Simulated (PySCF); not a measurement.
Anthracene, C₁₄H₁₀, SMILES c1c2ccccc2cc2c1cccc2 (GFN2-xTB optimised geometry):

```
24

C      2.827    -2.389     0.000
C      3.516    -1.157     0.000
C      2.828     0.017     0.000
C      1.410     0.031     0.000
C      0.680     1.217     0.000
C     -0.712     1.217     0.000
C     -1.467     2.418     0.000
C     -2.827     2.389     0.000
C     -3.516     1.157     0.000
C     -2.828    -0.017     0.000
C     -1.410    -0.031     0.000
C     -0.680    -1.217     0.000
C      0.712    -1.217     0.000
C      1.467    -2.418     0.000
H      3.395    -3.308     0.000
H      4.596    -1.159     0.000
H      3.350     0.964     0.000
H      1.208     2.161     0.000
H     -0.934     3.359     0.000
H     -3.395     3.308     0.000
H     -4.596     1.159     0.000
H     -3.350    -0.964     0.000
H     -1.208    -2.161     0.000
H      0.934    -3.359     0.000
```

Computed with CAM-B3LYP/def2-SVP (PySCF).

Problem. What are the frontier orbital energies and the dipole moment?

Solution. HOMO-2 -8.67 eV, HOMO-1 -8.03 eV, HOMO -6.67 eV, LUMO -0.76 eV, LUMO+1 0.68 eV; dipole moment 0.00 D.

On the same geometry PySCF 2.14.0 with PBE/def2-SVP gives HOMO-2 -6.41 eV, HOMO-1 -6.13 eV, HOMO -4.90 eV, LUMO -2.50 eV, LUMO+1 -1.19 eV; dipole moment 0.00 D.

Meta-Löwdin charges at CAM-B3LYP/def2-SVP: C1 -0.11, C2 -0.11, C3 -0.10, C4 0.01, C5 -0.11, C6 0.01, C7 -0.10, C8 -0.11, C9 -0.11, C10 -0.10, C11 0.01, C12 -0.11, C13 0.01, C14 -0.10, H15 0.10, H16 0.10, H17 0.10, H18 0.10, H19 0.10, H20 0.10, H21 0.10, H22 0.10, H23 0.10, H24 0.10.
